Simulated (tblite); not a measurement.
Species: C6H9F2NO.
Atom-mapped SMILES: `[O:1]=[C:2]1[CH2:3][C@H:4]([CH:5]([F:6])[F:7])[CH2:8][CH2:9][NH:10]1` (hydrogens: H11, H12 on C3; H13 on C4; H14 on C5; H15, H16 on C8; H17, H18 on C9; H19 on N10)

Geometry (GFN2-xTB, Å), atoms numbered from 1 in this order:
```xyz
19
C6H9F2NO angstrom
O      1.524    2.501    0.421
C      1.054    1.418    0.142
C     -0.152    1.274   -0.773
C     -0.876   -0.061   -0.631
C     -1.668   -0.080    0.676
F     -2.162   -1.318    0.932
F     -2.743    0.739    0.582
C      0.144   -1.197   -0.696
C      1.144   -1.081    0.449
N      1.615    0.278    0.600
H      0.212    1.389   -1.796
H     -0.823    2.112   -0.575
H     -1.605   -0.176   -1.441
H     -1.088    0.240    1.554
H     -0.352   -2.165   -0.643
H      0.667   -1.128   -1.651
H      2.005   -1.729    0.255
H      0.680   -1.422    1.385
H      2.413    0.416    1.204
```

Method: GFN2-xTB as coded in tblite; computed harmonic values from a numerical Hessian at the method's own geometry, unscaled. Against measured fundamentals such values can be off by several per cent, at times by over 20. One conformer, not necessarily the lowest.

Harmonic wavenumbers (cm⁻¹): 56.3, 64.8, 101.7, 184.9, 221.3, 313.1, 364.1, 401.8, 426.5, 492.0, 504.4, 535.9, 593.0, 613.7, 705.9, 815.5, 873.6, 922.0, 959.9, 981.8, 996.7, 1033.8, 1074.0, 1089.7, 1118.9, 1136.7, 1150.8, 1197.1, 1218.8, 1244.3, 1272.6, 1287.3, 1290.5, 1319.5, 1326.0, 1335.5, 1351.4, 1426.0, 1452.3, 1475.1, 1499.6, 1744.3, 2888.4, 2897.2, 2948.2, 2949.2, 2975.1, 2996.6, 3004.2, 3013.2, 3426.9.

A = 2029, B = 1043, C = 828.9 MHz; mass 149.065 u (most abundant isotopes); point group C1, symmetry number 1.

Question: What is the zero-point energy?

Answer: Half the sum of the wavenumbers: 32636 cm⁻¹ = 93.31 kcal/mol.

Question: What is S at 500 K and 1 bar for an ideal gas of classical rigid rotors and harmonic oscillators?

Answer: Translation 43.50, rotation 31.14, vibration 45.20: S = 119.8 cal/(mol K).

Question: And Cp and H(500 K) − H(0)?

Answer: Cp = 56.63 cal/(mol K), of which vibrations give 48.69 (their classical limit is 51 R = 101.3); H(500 K) − H(0) = 15.94 kcal/mol without the zero-point energy, 11.97 from vibrations.

Question: How do the functions run with temperature in this model?

Answer: 
```
T (K)  S (cal/(mol K))  Cp (cal/(mol K))  H − H(0) (kcal/mol)  G − H(0) (kcal/mol)  ln q(vib)
  100             69.1              16.8                 1.22                -5.69       1.49
  200             83.6              26.2                 3.37               -13.35       3.69
  300             96.2              36.8                 6.51               -22.34       5.96
  800            151.0              75.5                36.04               -84.74      17.86
 1000            168.7              83.3                51.96              -116.74      22.42
```

q(vib) and H(0) count from the zero-point level.

Question: Which modes carry the vibrational entropy at 500 K?

Answer: 56.3 cm⁻¹: 5.61; 64.8 cm⁻¹: 5.33; 101.7 cm⁻¹: 4.44; 184.9 cm⁻¹: 3.26; 221.3 cm⁻¹: 2.92; 313.1 cm⁻¹: 2.26 cal/(mol K); the other 45 give 21.39 together.

Hindered rotation and anharmonicity are outside this model. Other conformers, if any are populated, would add a mixing term that is left out. The structure is chiral; the term R ln 2 for an equal mix with its mirror image is left out.

Run on an Arm Neoverse V1 with one thread, no GPU, shared host. This covers the Hessian and the dipole derivatives.
